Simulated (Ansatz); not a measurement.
Computed with Ansatz on PBE0-D4/def2-TZVP structures; ΔE is electronic, products minus reactants. CCSD(T)/CBS is the MP2 limit (def2-TZVPP, def2-QZVPP) plus CCSD(T) − MP2 in def2-TZVPP, frozen cores. Functionals use def2-TZVPP. B3LYP here is the variant with VWN-RPA as its local correlation; programs differ in this. Each species was taken in one conformer, which may not be the lowest.

Reaction (cleavage of the Si–B bond): `C[SiH2][B](C)[AlH2]` + `CSS` → `C[SiH2]SSC` + `C[BH][AlH2]`

| level | ΔE (kcal/mol) | difference from CCSD(T)/CBS |
| --- | --- | --- |
| PBE-D4 | -16.3 | 2.7 |
| r2SCAN-D4 | -17.8 | 1.2 |
| B3LYP-D4 | -18.4 | 0.6 |
| ωB97X-V | -18.3 | 0.7 |
| ωB97M-V | -19.1 | -0.1 |
| B2PLYP | -18.9 | 0.1 |
| B3LYP | -17.6 | 1.4 |
| HF/def2-TZVPP | -20.1 | -1.1 |
| MP2/def2-TZVPP | -20.7 | -1.7 |
| SCS-MP2/def2-TZVPP | -20.2 | -1.2 |
| CCSD/def2-TZVPP | -18.1 | 0.9 |
| HF/def2-QZVPP | -20.1 | -1.1 |
| MP2/def2-QZVPP | -21.2 | -2.2 |
| HF/CBS(def2) | -20.1 | -1.1 |
| MP2/CBS(def2) | -21.5 | -2.5 |
| CCSD/CBS(def2) | -18.9 | 0.1 |
| CCSD(T)/CBS | -19.0 | 0 |

Largest T1 diagnostic among the species: 0.012.

The D4 term adds −0.8 kcal/mol with B3LYP and −0.4 kcal/mol with PBE0; it sums over pairs of atoms, weighted by their polarisabilities, and B3LYP, whose exchange is more repulsive, gets the larger term. From PBE to PBE0 (25 % exact exchange), in def2-TZVPP and without D4, ΔE moves by −1.1 kcal/mol.
